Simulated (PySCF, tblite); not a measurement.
Isomers of C6H11O2PSi, one GFN2-xTB conformer each. Single-point energies are computed at PBE0/pcSseg-1 (PySCF, gas phase, no added dispersion term), electronic only.

Question: Rank them by PBE0/pcSseg-1 energy, lowest first (kcal/mol).
A. `[CH3:1][O:2][C:3]1=[C:4]([CH3:5])[CH:6]=[C:7]([SiH3:8])[P@H:9]1=[O:10]` with C1–O2–C3–C4 -175°
B. `[CH3:1][O:2][C:3]1=[C:4]([CH3:5])[P@@H:6](=[O:7])[CH:8]=[C:9]1[SiH3:10]` with C1–O2–C3–C4 -5°
C. `[CH3:1][C:2]1=[CH:3][P@:4](=[O:5])([CH2:6][OH:7])[CH:8]=[C:9]1[SiH3:10]` with C3–P4–C6–O7 -179°, P4–C6–O7–H -45°

Answer: C (0.0), A (8.2), B (9.0).

As drawn, the lowest has an O–H bond, which the highest lacks. Neighbours under 2.5 kcal/mol apart (COC1=C(C)C=C([SiH3])[P@H]1=O and COC1=C(C)[P@@H](=O)C=C1[SiH3]) can change places with a better method, another conformer or zero-point energy. GFN2-xTB itself gives, in the same order: 10.7, 0.0, 4.7. GFN2-xTB puts COC1=C(C)C=C([SiH3])[P@H]1=O lowest instead; measured from each level's own lowest isomer, the values differ by up to 10.7 kcal/mol (CC1=C[P@](=O)(CO)C=C1[SiH3]: 10.7 against 0.0).

Which frontier levels, dipoles and rotational constants go with these structures?

```json
{"SMILES": "CC1=C[P@](=O)(CO)C=C1[SiH3]", "HOMO (eV, PBE0/pcSseg-1)": "-7.23", "LUMO (eV)": "-2.26", "dipole (D)": "4.36", "A, B, C (MHz)": "1718, 600.7, 524.7"}
{"SMILES": "COC1=C(C)C=C([SiH3])[P@H]1=O", "HOMO (eV, PBE0/pcSseg-1)": "-6.37", "LUMO (eV)": "-1.95", "dipole (D)": "3.18", "A, B, C (MHz)": "1491, 753.8, 519.7"}
{"SMILES": "COC1=C(C)[P@@H](=O)C=C1[SiH3]", "HOMO (eV, PBE0/pcSseg-1)": "-6.67", "LUMO (eV)": "-1.92", "dipole (D)": "4.74", "A, B, C (MHz)": "1304, 826.7, 526.8"}
```

What happens when harmonic zero-point energies from GFN2-xTB frequencies are added?

| SMILES | ZPE (kcal/mol) | electronic (kcal/mol) | with ZPE (kcal/mol) |
| --- | --- | --- | --- |
| CC1=C[P@](=O)(CO)C=C1[SiH3] | 94.6 | 0.0 | 0.0 |
| COC1=C(C)C=C([SiH3])[P@H]1=O | 94.2 | 8.2 | 7.9 |
| COC1=C(C)[P@@H](=O)C=C1[SiH3] | 94.3 | 9.0 | 8.7 |

The zero-point energies span 0.4 kcal/mol. The order is unchanged.
